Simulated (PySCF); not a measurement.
Gas-phase reaction: 3 Ge(CH₃)₄ = 3 GeH₄ + 4 C₃H₆ (cyclic)

Computed with PySCF and rigid-rotor harmonic-oscillator thermochemistry at 1 bar. † marks an energy on the PBE0/def2-TZVP geometry and frequencies; other levels use their own. All species are closed-shell singlets. Ge: all electrons, no relativistic terms.

```json
[
 {"level": "M06-2X/def2-TZVP†", "ΔH°(298 K), kJ": "(withheld)"},
 {"level": "PBE/def2-SVP", "ΔH°(298 K), kJ": "(withheld)"},
 {"level": "PBE0/def2-TZVP", "ΔH°(298 K), kJ": "740"},
 {"level": "r2SCAN/def2-TZVP†", "ΔH°(298 K), kJ": "776"},
 {"level": "LDA/def2-TZVP†", "ΔH°(298 K), kJ": "771"}
]
```

Question: Some entries are withheld; supply them.

Answer: 
- M06-2X/def2-TZVP†, ΔH°(298 K), kJ: 796
- PBE/def2-SVP, ΔH°(298 K), kJ: 671
